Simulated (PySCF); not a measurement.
BO, doublet, geometry from GFN2-xTB of the parent state (the spin is typed, not shown lowest); TPSS/def2-TZVP (PySCF).

Here is a job for PySCF.
```python
from pyscf import gto, scf, dft

mol = gto.Mole()
mol.atom = '''
    B    -0.00000000   -0.00000000   -0.70456544
    O     0.00000000    0.00000000    0.44035340
'''
mol.basis = 'def2-tzvp'
mol.spin = 1
mol.verbose = 4
mol.build()

mf = dft.UKS(mol)
mf.xc = 'tpss'
mf.kernel()
```

Question: Write the output that PySCF gives for this input, abridged.

Answer: 
```
PySCF version 2.14.0

[INPUT] verbose = 4
[INPUT] num. atoms = 2
[INPUT] num. electrons = 13
[INPUT] charge = 0
[INPUT] spin (= nelec alpha-beta = 2S) = 1
[INPUT] symmetry False subgroup None
[INPUT] Mole.unit = angstrom
[INPUT] Symbol           X                Y                Z      unit          X                Y                Z       unit  Magmom
[INPUT]  1 B      0.000000000000   0.000000000000  -0.704565440000 AA    0.000000000000   0.000000000000  -1.331435718434 Bohr   0.0
[INPUT]  2 O      0.000000000000   0.000000000000   0.440353400000 AA    0.000000000000   0.000000000000   0.832147324021 Bohr   0.0

nuclear repulsion = 18.4878505770767
number of shells = 22
number of NR pGTOs = 92
number of NR cGTOs = 62
basis = def2-tzvp
ecp = {}

******** <class 'pyscf.dft.uks.UKS'> ********
method = UKS
initial guess = minao
damping factor = 0
level_shift factor = 0
DIIS = <class 'pyscf.scf.diis.CDIIS'>
diis_start_cycle = 1
diis_space = 8
diis_damp = 0
SCF conv_tol = 1e-09
SCF conv_tol_grad = None
SCF max_cycles = 50
direct_scf = True
direct_scf_tol = 1e-13
number electrons alpha = 7  beta = 6
XC library pyscf.dft.libxc version 7.1.2
    S. Lehtola, C. Steigemann, M. J. T. Oliveira, and M. A. L. Marques,  SoftwareX 7, 1–5 (2018)
XC functionals = tpss
    J. Tao, J. P. Perdew, V. N. Staroverov, and G. E. Scuseria,  Phys. Rev. Lett. 91, 146401 (2003)
    J. P. Perdew, J. Tao, V. N. Staroverov, and G. E. Scuseria,  J. Chem. Phys. 120, 6898 (2004)
    J. Tao, J. P. Perdew, V. N. Staroverov, and G. E. Scuseria,  Phys. Rev. Lett. 91, 146401 (2003)
    J. P. Perdew, J. Tao, V. N. Staroverov, and G. E. Scuseria,  J. Chem. Phys. 120, 6898 (2004)
radial grids:
    Treutler-Ahlrichs [JCP 102, 346 (1995); DOI:10.1063/1.469408] (M4) radial grids

becke partition: Becke, JCP 88, 2547 (1988); DOI:10.1063/1.454033
pruning grids: <function nwchem_prune>
grids dens level: 3
symmetrized grids: False
atomic radii adjust function: <function treutler_atomic_radii_adjust>
small_rho_cutoff = 0
Set gradient conv threshold to 3.16228e-05
tot grids = 28128
init E= -100.259143193529

cycle= 1 E= -99.8843124666756  delta_E= 0.375  |g|= 0.699  |ddm|= 1.17
cycle= 2 E= -97.058504719114  delta_E= 2.83  |g|= 2.29  |ddm|= 1.39
cycle= 3 E= -100.052697985206  delta_E= -2.99  |g|= 0.181  |ddm|= 1.23
cycle= 4 E= -100.071421546007  delta_E= -0.0187  |g|= 0.0497  |ddm|= 0.215
cycle= 5 E= -100.072568896129  delta_E= -0.00115  |g|= 0.00619  |ddm|= 0.0592
cycle= 6 E= -100.072586285128  delta_E= -1.74e-05  |g|= 0.00209  |ddm|= 0.00945
cycle= 7 E= -100.072589150233  delta_E= -2.87e-06  |g|= 0.00063  |ddm|= 0.00216
cycle= 8 E= -100.072589523191  delta_E= -3.73e-07  |g|= 8.95e-05  |ddm|= 0.000767
cycle= 9 E= -100.072589537325  delta_E= -1.41e-08  |g|= 2.71e-05  |ddm|= 0.000197
cycle= 10 E= -100.072589537889  delta_E= -5.64e-10  |g|= 9.3e-06  |ddm|= 3.9e-05
Extra cycle  E= -100.072589537612  delta_E= 2.77e-10  |g|= 2.86e-05  |ddm|= 1.8e-05
converged SCF energy = -100.072589537612  <S^2> = 0.75864478  2S+1 = 2.0086262
```
